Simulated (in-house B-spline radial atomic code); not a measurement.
Successive ionisation energies of europium; each step leads to the configuration of the next row (after the last: [Ar] 3d10 4s2 4p1/2(2) 4p3/2(2)). Dirac energy differences include first-order Breit, QED and recoil terms. NIST's values go from ground level to ground level; the uncertainty of those that are theory runs from under 0.1 % in few-electron ions to several per cent in heavy many-electron ones. Computed with an all-electron radial atomic-structure program (B-spline basis): Dirac-Hartree-Fock, jj configuration that fills j = l - 1/2 first, finite nuclei.

A number in brackets counts the electrons of a j subshell.

| ion | configuration | ionisation energy (eV) | tabulated value (eV) | tabulated kind | computed minus tabulated (eV) | highest orbital | largest mean radius (bohr) |
| --- | --- | --- | --- | --- | --- | --- | --- |
| Eu22+ | [Kr] 4d3/2(4) 4d5/2(1) | 706.6 | 709 | tabulated theory | -2.4 | 4d5/2 | 0.5721 |
| Eu23+ | [Kr] 4d3/2(4) | ? | ? | tabulated theory | ? | ? | ? |
| Eu24+ | [Kr] 4d3/2(3) | 795.5 | 795 | tabulated theory | 0.5 | 4d3/2 | 0.55339 |
| Eu25+ | [Kr] 4d3/2(2) | 836.6 | 838 | tabulated theory | -1.4 | 4d3/2 | 0.5476 |
| Eu26+ | [Kr] 4d3/2(1) | ? | ? | tabulated theory | ? | ? | ? |
| Eu27+ | [Ar] 3d10 4s2 4p6 | 1037.1 | 1037 | tabulated theory | 0.1 | 4p3/2 | 0.53891 |
| Eu28+ | [Ar] 3d10 4s2 4p1/2(2) 4p3/2(3) | 1079.8 | 1078 | tabulated theory | 1.8 | 4p3/2 | 0.53456 |

Task: Fill in the row of Eu23+.

Result: ionisation energy (eV): 755.0; tabulated value (eV): 755; computed minus tabulated (eV): 0.0; highest orbital: 4d3/2; largest mean radius (bohr): 0.55971.

Task: Fill in the row of Eu26+.

Result: ionisation energy (eV): 878.3; tabulated value (eV): 879; computed minus tabulated (eV): -0.7; highest orbital: 4d3/2; largest mean radius (bohr): 0.54303.
